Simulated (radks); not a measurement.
Results of a calculation; reference values are marked as such.
Initial-state core-level shifts of the arsenic ion As+ when its valence configuration changes from [Ar] 3d10 4s2 4p2. Level of theory: Dirac Kohn-Sham, PBE, spin-unpolarised, spherical densities, point nucleus; open shells fill j = l - 1/2 first (a radial shooting solver on a logarithmic mesh with Libxc functionals). Shifts are changes of the shell-averaged eigenvalues in eV (positive: less bound).

\begin{tabular}{lrrrr}
valence & 2s & 2p & 3s & 3p \\ \hline
3d10 4s1 4p3 & -1.724 & -1.721 & -1.762 & -1.754 \\
3d9.5 4s1 4p3.5 & -8.919 & -8.858 & -7.633 & -7.504 \\
3d9.5 4s2 4p2.5 & -7.255 & -7.199 & -5.942 & -5.821 \\
3d9.5 4p4.5 & -10.516 & -10.450 & -9.261 & -9.123 \\
3d10 4p4 & -3.373 & -3.366 & -3.451 & -3.435 \\
3d10 4s1.5 4p2.5 & -0.872 & -0.871 & -0.891 & -0.887 \\
3d9 4s2 4p3 & -14.776 & -14.661 & -11.973 & -11.732 \\
3d9 4s1 4p4 & -16.383 & -16.263 & -13.600 & -13.349 \\
\end{tabular}
